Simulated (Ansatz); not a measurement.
Mulliken charges of CH4FISn, SMILES `[CH3][SnH]([F])[I]` from B3LYP/def2-TZVPP in Ansatz (PBE0-D4/def2-TZVP geometry).

```csv
atom,x (Å),y (Å),z (Å),charge (e)
C1,0.020,1.211,0.048,-0.563
Sn2,0.007,-0.904,0.175,1.028
F3,1.821,-1.440,-0.167,-0.491
I4,-1.432,-1.950,-1.815,-0.282
H5,-0.992,1.594,0.178,0.137
H6,0.674,1.614,0.822,0.140
H7,0.395,1.491,-0.935,0.146
H8,-0.401,-1.673,1.638,-0.114
```

Question: By hand: the dipole of these point charges (1 e Å = 4.8032 D).

Answer: Σ q r = (-0.433, 0.499, 0.563) e Å, of length 0.868 e Å = 4.17 D.

Question: How does the dipole of the full density compare? (Estimate.)

Answer: The calculation gave: (-0.323, 0.493, 0.335) e Å, 3.26 D; the point charges give 1.28 times that, at 13° from its direction.

Point charges leave out the atoms' own dipoles, such as those of lone pairs, and Mulliken's split depends on the basis, so the two needn't agree.

B3LYP here is the variant with VWN-RPA as its local correlation; programs differ in this.
